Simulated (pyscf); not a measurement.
Thermochemistry of product channels of H₂Si=AsH (SMILES [SiH2]=[AsH]) + GaH₃ (SMILES [GaH3]) on the singlet surface, in eV, from ωB97M-D3(BJ)/def2-TZVP energies (ideal gas, 1 atm, RRHO with modes under 100 cm⁻¹ raised to 100, one conformer, R ln 2 for chiral ones without a mode under 150 cm⁻¹). Optimised with ωB97X-D3(BJ)/def2-SVP in PySCF.

```tsv
products	ΔE	ΔH(298 K)	ΔG(600 K)	ΔG(900 K)
H₃Si–AsH–GaH₂ (SMILES [SiH3][AsH][GaH2])	-2.05	-1.94	-1.05	___
H₂Ga–SiH₂–AsH₂ (SMILES [GaH2][SiH2][AsH2])	-1.54	-1.44	-0.64	-0.26
```

Question: Some entries are withheld; supply them.

Answer: 
- H₃Si–AsH–GaH₂ (SMILES [SiH3][AsH][GaH2]), ΔG(900 K): -0.62

The channel to H₂Ga–SiH₂–AsH₂ turns unfavourable between 298 and 1200 K (ΔG from -1.03 eV to +0.10 eV).

These are energies of the channels, which say nothing of barriers. H₂Ga–SiH₂–AsH₂ lies 0.31 eV over its isomer H₃Si–GaH–AsH₂ (electronic energy, ωB97M-D3(BJ)/def2-TZVP). Elements up to Kr have no core potential and no relativistic terms here.
